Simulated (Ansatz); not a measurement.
H2N2 (SMILES [H]/N=N/[H]), charge 0, multiplicity 1, relaxed at each level with Ansatz (a first-principles code); harmonic frequencies from differences of analytic forces, average atomic masses, frozen cores.

Q: Give the equilibrium geometry, the harmonic frequencies and the zero-point energy at CCSD(T)/cc-pVDZ.

A: 
(charge 0, multiplicity 1):
```xyz
4

H     -1.344    -0.158     0.002
N     -0.473     0.419    -0.015
N      0.473    -0.419     0.015
H      1.344     0.158    -0.002
```
Frequencies (cm⁻¹): 1317, 1343, 1569, 1615, 3222, 3249. Zero-point energy 17.60 kcal/mol.

Q: Give the equilibrium geometry, the harmonic frequencies and the zero-point energy at CCSD(T)/cc-pVTZ.

A: 
(charge 0, multiplicity 1):
```xyz
4

H     -1.335    -0.154     0.002
N     -0.473     0.411    -0.015
N      0.473    -0.411     0.015
H      1.335     0.154    -0.002
```
Frequencies (cm⁻¹): 1328, 1350, 1558, 1622, 3269, 3301. Zero-point energy 17.77 kcal/mol.

Doubts at one or more of the structures used: a restricted determinant that unrestricted orbitals would lower (CCSD(T)/cc-pVDZ, CCSD(T)/cc-pVTZ).
